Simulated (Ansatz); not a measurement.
Computed with Ansatz on PBE0-D4/def2-TZVP structures; ΔE is electronic, products minus reactants. CBS: MP2 limit from def2 TZ/QZ plus the TZ coupled-cluster correction, frozen cores. This one scheme is used for every species. Each species was taken in one conformer, which may not be the lowest.

`C[CH2][AlH][CH2]N` + H₂S → `NCS` + `C[CH2][AlH2]`  (substitution at a C–Al bond)

| level | ΔE (kcal/mol) |
| --- | --- |
| SCS-MP2/def2-TZVPP | 7.4 |
| SCS-MP2/def2-QZVPP | 7.3 |

**Question.** What does CCSD(T)/CBS give? (Best estimate.)

**Answer.** Computed: +8.1 kcal/mol. The listed levels differ from it by -0.7, -0.8 kcal/mol.

Largest T1 diagnostic among the species: 0.010.

Leaving LDA and LC-ωPBE aside and taking each functional with its dispersion term where it has one, the values, not all of them listed here, spread over 2.3 kcal/mol, from B97M-V to ωB97M-V. LDA lies +0.7 kcal/mol from PBE without D4. In def2-TZVPP, CCSD(T) changes the Hartree–Fock value by +2.9 kcal/mol (the triples alone add +0.1 kcal/mol) and MP2 by +2.7 kcal/mol.
